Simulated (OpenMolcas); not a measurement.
An OpenMolcas run meant for Dy⁴⁺ (ANO-R0, X2C; inactive shells 1s 2s 2p 3s 3p 3d 4s 4p 4d 5s 5p; intended active space 8 electrons in 7 orbitals (4f)). One step of its input:

```
&RASSCF
FileOrb=start.orb
Symmetry=1
Spin=7
nActEl=8 0 0
Inactive=12 15
Ras2=0 7
CIRoot=7 7 1
SDav=7
CIMx=300
Iter=94 100
PrWF=0.3
OrbListing=Nothing
MaxOrb=0
Atom
>>> COPY $Project.JobIph JOB001
```

Lines from the output:

```
--- SEWARD ---
Basis set label: DY.ANO-R...6S4P2D1F.

      Electronic valence basis set:
      ------------------
      Associated Effective Charge  66.000000 au
      Associated Actual Charge     66.000000 au
      Nuclear Model: Finite nucleus - Gaussian distribution
        Gaussian exponent, Xi/bohr**(-2):  1.58618E+08

      Shell  nPrim  nBasis  Cartesian Spherical Contaminant
         s      25       6        X
         p      19       4        X
         d      12       2                 X
         f      10       1                 X
                  Relativistic X2C integrals
                  Atomic mean-field integrals
--- RASSCF ---

         Deleted:   0   0
 Basis functions:  16  19
  Have you used a too small basis set?
 ********************************************
--- Stop Module: rasscf at  /rc=_RC_INPUT_ERROR_ ---
.####################.
.# User input error #.
.####################.
```

Problem. What is wrong with the input?

Solution. The inactive counts of the gerade and ungerade irreps are swapped.
